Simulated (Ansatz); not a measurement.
`[F][SnH]([F])[SiH3]` + `[GeH3][SeH]` → `[SiH3][Se][GeH3]` + `[F][SnH2][F]` at 400 K and 1 bar (cleavage of the Si–Sn bond).

Isolated molecules relaxed with PBE0-D4/def2-TZVP in Ansatz; ΔE leaves out vibrations. CCSD(T)/CBS adds triple-zeta CCSD(T) − MP2 to the extrapolated MP2 energy (def2 sets, frozen cores). Elements past krypton have def2 core potentials. For Ge, Se, Sn outer-core shells are correlated without core-valence functions, which leaves a few kJ/mol of doubt a bond. Scalar relativity is left out up to krypton.

```tsv
species	CCSD(T)/CBS energy (Eh)	H − E (kJ/mol)	S (J/(mol·K))
`[F][SnH]([F])[SiH3]`	-705.15468	126.5	400.8
`[GeH3][SeH]`	-4479.23116	104.1	322.4
`[SiH3][Se][GeH3]`	-4769.53721	162.2	400.1
`[F][SnH2][F]`	-414.86106	67.8	313.3
```

H − E and S are ideal-gas, rigid-rotor, harmonic terms from PBE0-D4/def2-TZVP. 1 Eh = 2625.50 kJ/mol, R = 8.31446 J/(mol·K).

Problem. By hand: ΔE, ΔH, ΔS and ΔG.

Solution. ΔE = (-4769.53721) + (-414.86106) − (-705.15468) − (-4479.23116) = -0.01243 Eh = -32.6 kJ/mol. Δ(H − E) = 162.2 + 67.8 − 126.5 − 104.1 = -0.6, so ΔH = -33.2 kJ/mol. ΔS = 400.1 + 313.3 − 400.8 − 322.4 = -9.8 J/(mol·K). ΔG = -33.2 − 400 × (-9.8)/1000 = -29.3 kJ/mol.

Problem. By hand: the equilibrium constant, and the temperature at which ΔG would vanish if ΔH and ΔS stayed fixed.

Solution. log₁₀ K = −ΔG/(RT ln 10) = 3.8. ΔG = 0 at ΔH/ΔS = 3388 K, far beyond where these terms or the molecules hold.

The number of gas molecules stays the same, so ΔS is small and ΔH decides. A doubt of 5 kJ/mol in ΔE shifts log₁₀ K by 0.7 here. Modes under 60 cm⁻¹, often nearly free rotors, make the harmonic entropy too high. These are equilibria of isolated gas molecules and say nothing of rates. Largest T1 diagnostic: 0.014 (customary marks: 0.02 for closed shells, 0.045 for open ones).
